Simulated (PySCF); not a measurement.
Xe: excitation energy

Xe [Xe] (1S) → Xe [Kr] 4d10 5s1 5p6 5d1 (3D), as a difference of total energies. Calculation: PySCF 2.14, in aug-cc-pVQZ-DK3 (9s8p6d3f2g, 102 functions); scalar relativity by spin-free X2C-1e. Correlated levels: valence: [Kr] 4d10 frozen. The calculations carry no spin-orbit coupling.

```csv
method,excitation energy (cm⁻¹)
UHF,201560
LDA,181330
PBE,179090
PBE0,186100
r2SCAN,184630
MN15,185840
wB97X,191160
M06-2X,190440
MP2 (valence),187700
SCS-MP2 (valence),185660
```

A first-order spin-orbit estimate (lowest level to lowest level, LS coupling) adds -0.027 eV.

The upper state lies above the first ionisation limit, where it may autoionise and the basis confines it.

The promoted electron is Rydberg-like, and one or two diffuse shells describe it only roughly, which tends to raise the upper state.

In the upper state the promoted electron has a positive orbital energy at LDA, PBE, so the basis confines it.
